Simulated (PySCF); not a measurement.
SMILES C[O][InH][OH] (CH5InO2) (CAM-B3LYP/def2-SVP optimised geometry):

```
9

In     0.620     0.075     0.000
H      2.316     0.075     0.000
O     -0.661    -1.449     0.001
H     -0.256    -2.324    -0.007
O     -0.448     1.742     0.000
C     -1.849     1.774    -0.008
H     -2.229     2.307     0.884
H     -2.218     2.324    -0.894
H     -2.316     0.772    -0.020
```

Level of theory: CAM-B3LYP/def2-TZVP, def2 effective core potentials past Kr run with PySCF 2.14.0.

Q: What are the frontier orbital energies and the dipole moment?

A: HOMO-2 -10.12 eV, HOMO-1 -9.09 eV, HOMO -8.78 eV, LUMO -0.34 eV, LUMO+1 -0.15 eV; dipole moment 2.49 D.

On the same geometry PySCF 2.14.0 with PBE/def2-TZVP, def2 effective core potentials past Kr gives HOMO-2 -6.94 eV, HOMO-1 -6.22 eV, HOMO -5.87 eV, LUMO -1.96 eV, LUMO+1 -1.76 eV; dipole moment 2.17 D.
